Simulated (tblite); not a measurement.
C$_{4}$H$_{9}$O$_{2}$ (SMILES COCC(C)[O]), doublet, at a GFN2-xTB geometry; GFN1-xTB with ALPB(water) run with tblite.

The tblite input:
```
$ tblite run mol.xyz --method gfn1 --charge 0 --spin 1 --alpb water --json tblite.json --no-restart

# file mol.xyz
15

C      1.83398910    -0.05855055    -0.51584743
O      1.01366474    -0.97588336     0.14035165
C      0.17203845    -0.38862694     1.06563895
C     -0.92067166     0.49003002     0.28976070
C     -1.82286023    -0.43923206    -0.53159534
O     -0.31173085     1.44111504    -0.39772340
H      1.16581367     0.77483482    -0.87095043
H      2.30969825    -0.56454254    -1.35220486
H      2.57575336     0.38630225     0.15658947
H      0.71290705     0.28270287     1.74358571
H     -0.32942819    -1.18480196     1.61486023
H     -1.50146339     0.93127672     1.13008781
H     -2.55124252     0.16137083    -1.07071367
H     -1.22878006    -0.99088187    -1.25557556
H     -2.34370308    -1.13983724     0.11555395
```

Write the output that tblite gives for this input, abridged.


```
xTB calculator
 | screened Coulomb repulsion
 | Coulomb electrostatics
 |  * isotropic Klopman-Ohno-Mataga-Nishimoto electrostatics
 |  * onsite third-order electrostatics
 | DFT-D3(BJ) dispersion correction
 | Interactions (3)
 | [1] alpb/gbsa reaction field model
 | [2] cds contribution to solvation
 | [3] empirical free energy shift and standard state/solvent correction

halogen bonding energy    0.0000000000000E+00 Eh
repulsion energy          1.9784582453842E-01 Eh
dispersion energy        -5.0106863058760E-03 Eh
interaction energy        2.9693295309731E-03 Eh
number of electrons       3.7000000000000E+01 e
integral cutoff           1.9731147476801E+01 bohr

------------------------------------------------------------
  cycle        total energy    energy error   density error
------------------------------------------------------------
      1     -22.36802705051  -2.2563832E+01   5.7168697E-01
      2     -22.62803529984  -2.6000825E-01   3.2216794E-01
      3     -22.63355570030  -5.5204005E-03   1.2687558E-01
      4     -22.63495637712  -1.4006768E-03   1.3898040E-02
      5     -22.63519876548  -2.4238837E-04   3.4827336E-03
      6     -22.63521282276  -1.4057276E-05   9.0186429E-04
      7     -22.63521462170  -1.7989402E-06   2.0056011E-04
      8     -22.63521466155  -3.9853376E-08   6.9536768E-05
      9     -22.63521466448  -2.9305056E-09   4.5881750E-05
     10     -22.63521467119  -6.7088699E-09   1.1132616E-05
------------------------------------------------------------

electronic energy        -2.2831019138957E+01 Eh
total energy             -2.2635214671193E+01 Eh

Post processing:
 | Mayer-Wiberg bond orders

[Info] JSON dump of results written to 'tblite.json'
```
